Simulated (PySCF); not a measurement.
CHBrClF, SMILES F[C@H](Cl)Br. Coordinates come from a PBE-D3(BJ)/def2-SVP optimisation.

Computed equilibrium geometry at PBE-D3(BJ)/def2-SVP (PySCF confirms it by a frequency run) as Cartesian coordinates in Å:
```xyz
5

C     -0.6026    -0.4763     0.3771
F     -0.9212    -1.5559    -0.3570
Cl    -1.7846     0.8250     0.1057
Br     1.2241     0.1018    -0.0657
H     -0.5991    -0.7269     1.4549
```
